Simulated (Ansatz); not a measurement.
Reaction (homolysis of the Ge–O bond): `C[O][GeH]([SH])[Cl]` → `[SH][GeH][Cl]`• + `C[O]`•

Gas-phase electronic energies from Ansatz, PBE0-D4/def2-TZVP geometries. CBS: MP2 limit from def2 TZ/QZ plus the TZ coupled-cluster correction, frozen cores. DFT in def2-TZVPP. No spin–orbit coupling; open shells (•) take unrestricted orbitals. For Ge outer-core shells are correlated without core-valence functions, which leaves a few kJ/mol of doubt a bond. Scalar relativity is left out up to krypton. One conformer a species, not always the lowest.

| level | ΔE (kJ/mol) |
| --- | --- |
| PBE-D4 | 361.3 |
| r2SCAN-D4 | 359.9 |
| MP2/def2-QZVPP | 444.0 |
| HF/CBS(def2) | 262.4 |

(1) What does CCSD(T)/CBS give? (Best estimate.)

Largest T1 diagnostic among the species: 0.019.

## Answers

(1) The calculation gave: +408.7 kJ/mol. The listed levels differ from it by -47.4, -48.8, 35.3, -146.3 kJ/mol.

The D4 term adds +17.1 kJ/mol with B3LYP and +9.6 kJ/mol with PBE0; it sums over pairs of atoms, weighted by their polarisabilities, and B3LYP, whose exchange is more repulsive, gets the larger term. From PBE to PBE0 (25 % exact exchange), in def2-TZVPP and without D4, ΔE moves by +6.7 kJ/mol. In def2-TZVPP, CCSD(T) changes the Hartree–Fock value by +135.0 kJ/mol (the triples alone add +11.2 kJ/mol) and MP2 by +175.1 kJ/mol; breaking electron pairs costs correlation energy, which Hartree–Fock lacks.

B3LYP here is the variant with VWN-RPA as its local correlation; programs differ in this.
